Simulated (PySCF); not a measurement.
C₂H₅Se, SMILES CC[Se] (connectivity only; charge and spin as stated), charge -1, multiplicity 1. Heavy atoms are numbered as in [CH3:1][CH2:2][Se:3]. Hydrogens are named by the atom that carries them.

Coordinates come from a B3LYP-D3(BJ)/def2-SVPD optimisation. The multiplicity is an assumed one; other spin states were not compared. The isomer is the one that the SMILES or the coordinates give; other isomers of the formula were not compared.

Computed with KT2/pcSseg-1 in PySCF.

GIAO shieldings, no solvent; atoms alike by connectivity are averaged. δ = σ(ref) − σ: ¹³C against TMS (σ = 185.1 ppm); ⁷⁷Se against Me2Se (σ = 1692.1 ppm); ¹H against TMS (σ = 31.47 ppm), references at their B3LYP-D3(BJ)/def2-TZVP geometries, non-relativistic.

```
nucleus     atoms  count  δ (ppm)
-------  --------  -----  -------
¹³C      C2 (CH2)      1     29.8
¹³C      C1 (CH3)      1     29.2
⁷⁷Se          Se3      1     64.4
¹H        H on C2      2     2.96
¹H        H on C1      3     1.34
```
